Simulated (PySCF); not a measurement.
I4Se, SMILES I[Se+](I)(I)I, charge +1, multiplicity 2.

Coordinates come from a PBE0-D3(BJ)/def2-SVP optimisation. The def2 effective core potentials stand for the cores of I; spin–orbit coupling is left out.

Computed with TDA-CAM-B3LYP/def2-SVPD in PySCF.

Vertical excitations; the highest root listed may be one member of a degenerate set. The molecule is in vacuum.

```csv
state,energy (eV),λ (nm),f,main pairs
root 1,1.26,985,0.000,β HOMO→LUMO (degenerate set)
root 2,1.26,985,0.000,β HOMO−1→LUMO (degenerate set)
root 3,1.26,985,0.000,β HOMO−2→LUMO (degenerate set)
root 4,1.59,781,0.001,β HOMO−3→LUMO (degenerate set)
root 5,1.59,781,0.001,β HOMO−4→LUMO (degenerate set)
root 6,1.59,781,0.001,β HOMO−5→LUMO (degenerate set)
root 7,1.76,704,0.000,β HOMO−6→LUMO (degenerate set)
root 8,1.76,704,0.000,β HOMO−7→LUMO (degenerate set)
root 9,2.03,610,0.033,α HOMO→LUMO (degenerate set)
root 10,2.03,610,0.033,α HOMO→LUMO+1 (degenerate set)
```
Unrestricted roots are not spin-pure.
